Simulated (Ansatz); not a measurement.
Species: sum formula SiNH$_{4}$, charge 0, multiplicity 2. It need not be the lowest isomer of its formula. 
Coordinates optimised at B3LYP-D3(BJ)/def2-TZVP (Ansatz, an electronic-structure program):
```
N
H 1 1.0087
H 1 1.0087 2 110.99
Si 1 1.7310 2 120.36 3 -148.45
H 4 1.4907 1 106.96 2 -166.36
H 4 1.4907 5 110.36 1 -116.00
```
Charge 0, spin multiplicity 2.

Basis-set convergence of Hartree-Fock and MP2 correlation energies (hartree) with Ansatz. Valence correlation only, unless marked. UHF or UKS for open shells. No spin-orbit coupling. Non-relativistic.

| basis | functions | E(HF) | E(corr, MP2) |
|---|---|---|---|
| cc-pV(D+d)Z | 57 | -345.69441 | -0.26162 |
| cc-pV(T+d)Z | 125 | -345.73111 | -0.32679 |
| cc-pV(Q+d)Z | 239 | -345.73979 | -0.35029 |
| cc-pV(5+d)Z | 411 | -345.74177 | -0.35959 |

Extrapolating the two largest sets (X = 4 and 5) as X^-3: E(corr) = (125·(-0.35959) - 64·(-0.35029))/61 = -0.3693 Eh, an estimate of the basis-set limit. The largest set recovers 97.4 % of it, the smallest 70.8 %.
